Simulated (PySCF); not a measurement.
**Ne⁺: ionisation energy**

Ne⁺ [He] 2s2 2p5 (2P) → Ne²⁺ [He] 2s2 2p4 (3P), as a difference of total energies. All numbers are calculated (PySCF 2.14, the non-relativistic Hamiltonian (point nucleus), in pcseg-2 (4s3p2d1f, 30 functions)). Correlated levels: valence: 1s2 frozen. The calculations carry no spin-orbit coupling.

Order these methods by the ionisation energy they give, lowest first.
A. CCSD(T) (valence)
B. r2SCAN
C. UHF
D. MP2 (valence)

C (39.330 eV), A (40.706 eV), D (40.742 eV), B (41.189 eV).

Errors of the correlated levels include the incompleteness of this basis and the frozen core.

For comparison: 40.963 eV (measured; NIST Atomic Spectra Database, ionization energies).
